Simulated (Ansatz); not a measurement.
`F[CH2][GaH][SiH3]` + HCl → `[SiH3][GaH][Cl]` + `CF` at 400 K and 1 bar (ligand exchange at a Ga–C bond).

Program: Ansatz. Geometries: PBE0-D4/def2-TZVP. ΔE: electronic, gas phase. CCSD(T)/CBS adds triple-zeta CCSD(T) − MP2 to the extrapolated MP2 energy (def2 sets, frozen cores). This one scheme is used for every species. For Ga outer-core shells are correlated without core-valence functions, which leaves a few kJ/mol of doubt a bond. Scalar relativity is left out up to krypton. Each species was taken in one conformer, which may not be the lowest.

| species | CCSD(T)/CBS energy (Eh) | H − E (kJ/mol) | S (J/(mol·K)) |
| --- | --- | --- | --- |
| `F[CH2][GaH][SiH3]` | -2354.43580 | 192.2 | 410.6 |
| HCl | -460.38127 | 29.6 | 195.4 |
| `[SiH3][GaH][Cl]` | -2675.24391 | 113.7 | 373.6 |
| `CF` | -139.63461 | 117.5 | 234.3 |

H − E and S are ideal-gas, rigid-rotor, harmonic terms from PBE0-D4/def2-TZVP, for one conformer and one mirror image of each species. 1 Eh = 2625.50 kJ/mol, R = 8.31446 J/(mol·K).

Question: By hand: ΔE, ΔH, ΔS and ΔG.

Answer: ΔE = (-2675.24391) + (-139.63461) − (-2354.43580) − (-460.38127) = -0.06145 Eh = -161.3 kJ/mol. Δ(H − E) = 113.7 + 117.5 − 192.2 − 29.6 = 9.4, so ΔH = -151.9 kJ/mol. ΔS = 373.6 + 234.3 − 410.6 − 195.4 = 1.9 J/(mol·K). ΔG = -151.9 − 400 × (1.9)/1000 = -152.7 kJ/mol.

Question: By hand: the equilibrium constant, and the temperature at which ΔG would vanish if ΔH and ΔS stayed fixed.

Answer: log₁₀ K = −ΔG/(RT ln 10) = 19.9. ΔH and −TΔS have one sign here, so there is no such temperature. One of them is within its doubt of zero, so this could turn.

The number of gas molecules stays the same, so ΔS is small and ΔH decides. A doubt of 5 kJ/mol in ΔE shifts log₁₀ K by 0.7 here. Other conformers and mirror images would add mixing entropy, several J/(mol·K) or more a flexible species. Modes under 60 cm⁻¹, often nearly free rotors, make the harmonic entropy too high. These are equilibria of isolated gas molecules and say nothing of rates. Largest T1 diagnostic: 0.013 (customary marks: 0.02 for closed shells, 0.045 for open ones).
